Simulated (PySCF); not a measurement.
PySCF input for In(AsH2)(F)2 (AsF2H2In), SMILES [F][In]([F])[AsH2], IEF-PCM-M06-2X/def2-SVP. Coordinates come from a B3LYP-D3(BJ)/def2-SVP optimisation. The structure was generated by enumeration; whether it is a known compound was not checked. The def2 effective core potentials stand for the cores of In; spin–orbit coupling is left out.

```python
import numpy as np
from pyscf import gto, scf, dft
from pyscf.solvent import pcm

mol = gto.M(
    atom='''
    In    0.68898834   -0.00614302    0.00000000
    As   -1.90387483    0.06344903   -0.00000000
    H    -1.91018850   -0.99930749    1.10264463
    H    -1.91018850   -0.99930748   -1.10264464
    F     1.82710099    0.01143362   -1.60250891
    F     1.82710099    0.01143362    1.60250891
    ''',
    basis='def2-SVP',
    ecp={'In': 'def2-svp'},
    charge=0,
    spin=0,
    max_memory=1600,
    verbose=3,
)
mf = dft.RKS(mol, xc='m06-2x').density_fit(auxbasis='def2-universal-jkfit')
mf.grids.level = 4
mf.conv_tol = 1e-9
mf.max_cycle = 100
mf.kernel()
res = {}
for name, eps in {'water': 78.355, 'benzene': 2.2706, 'N,N-dimethylformamide': 37.219}.items():
    s = mf.PCM()
    s.with_solvent.method, s.with_solvent.eps, s.with_solvent.lebedev_order = 'IEF-PCM', eps, 29
    s.kernel(mf.make_rdm1())
    res[name] = (s.e_tot, eps, s.dip_moment(), s.mo_energy, s.converged)
    print(f'{name}: electrostatic solvation free energy {(s.e_tot - mf.e_tot) * 627.509474:.3f} kcal/mol')
```

It prints:

```
converged SCF energy = -2626.39681199861

WARN: PCM is an experimental feature. It is still in testing.
Features and APIs may be changed in the future.

converged SCF energy = -2626.41908683143
Dipole moment(X, Y, Z, Debye): -4.84050, -0.82944, -0.00000
water: electrostatic solvation free energy -13.978 kcal/mol

WARN: PCM is an experimental feature. It is still in testing.
Features and APIs may be changed in the future.

converged SCF energy = -2626.40705873097
Dipole moment(X, Y, Z, Debye): -4.51210, -0.67504, -0.00000
benzene: electrostatic solvation free energy -6.430 kcal/mol

WARN: PCM is an experimental feature. It is still in testing.
Features and APIs may be changed in the future.

converged SCF energy = -2626.41859887361
Dipole moment(X, Y, Z, Debye): -4.83041, -0.82209, -0.00000
N,N-dimethylformamide: electrostatic solvation free energy -13.671 kcal/mol
```

The run converged.

Cost: very roughly 70 core-seconds.
